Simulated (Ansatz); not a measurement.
The cluster H4Au3. Charge 0, multiplicity 2. Geometry PBE-D4/def2-TZVP; atoms count from 1.

Cartesian coordinates in Å:
```
Au -0.481 0.085 -0.846
Au -0.201 -1.199 1.533
Au 1.421 0.835 0.848
H 0.115 -1.860 2.944
H -1.766 0.382 -2.283
H 2.302 2.046 0.316
H -1.389 -0.288 -2.512
```

In the def2 sets Au takes a core potential; there is no spin–orbit coupling. In the doublet, H5 and H7 lie 0.80 Å apart (atoms count from 1), so H2 has formed as a molecule. No other spin state of charge 0 was run. Another isomer (doublet) lies 0.06 eV lower at PBE0-D4/def2-TZVP; other spin states weren't run for this one.

Estimate the Mulliken populations from the PBE0/def2-TZVP orbitals of Ansatz.


```json
{"atom": "Au1", "charge (e)": "-0.07", "spin (α − β)": "0.28", "d electrons": "9.77"}
{"atom": "Au2", "charge (e)": "-0.05", "spin (α − β)": "0.07", "d electrons": "9.65"}
{"atom": "Au3", "charge (e)": "0.12", "spin (α − β)": "0.23", "d electrons": "9.60"}
{"atom": "H4", "charge (e)": "-0.06", "spin (α − β)": "0.23", "d electrons": "–"}
{"atom": "H5", "charge (e)": "0.06", "spin (α − β)": "0.02", "d electrons": "–"}
{"atom": "H6", "charge (e)": "-0.07", "spin (α − β)": "0.16", "d electrons": "–"}
{"atom": "H7", "charge (e)": "0.06", "spin (α − β)": "0.01", "d electrons": "–"}
```
Mulliken values and Mayer orders depend strongly on the basis.

Where does the spin sit?

Summed by element: Au 0.58, H 0.42, of 1 unpaired in all. Largest on single atoms: Au1 0.28, H4 0.23, Au3 0.23.

And the Mayer bond orders between bonded heavy atoms (over 0.3)?

Au1–Au2 0.35 (2.72 Å); Au1–Au3 0.51 (2.66 Å); Au2–Au3 0.32 (2.69 Å).
